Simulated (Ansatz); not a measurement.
A run for Ansatz (a quantum-chemistry and plane-wave program): R-revPBE/def2-TZVPPD on FH5OSi (a complex). Files ending in .json are basis or fitting sets from the Basis Set Exchange.

Ansatz 0.2 input:
```yaml
crystal:
  periodic: [false, false, false]
  atoms:
    - {symbol: F, position_ang: [1.01145503, -1.02785651, 0.18953647]}
    - {symbol: H, position_ang: [0.84095398, -0.83434389, 1.09638411]}
    - {symbol: O, position_ang: [0.50998713, -0.47296660, 2.71545910]}
    - {symbol: Si, position_ang: [-0.69317616, 0.55011709, 3.26296727]}
    - {symbol: H, position_ang: [1.06276926, -0.93008493, 3.35511336]}
    - {symbol: H, position_ang: [-1.66406185, -0.19798320, 4.09224893]}
    - {symbol: H, position_ang: [-1.32965042, 1.07431404, 2.04330145]}
    - {symbol: H, position_ang: [-0.10703226, 1.64231296, 4.07137814]}
basis:
  gaussian:
    orbitals: def2-TZVPPD.json
hamiltonian:
  xc: {name: revPBE}
scf: {lower_state_search: off}
```

Q: Predict the final total energy.

A: -467.5808 hartree.
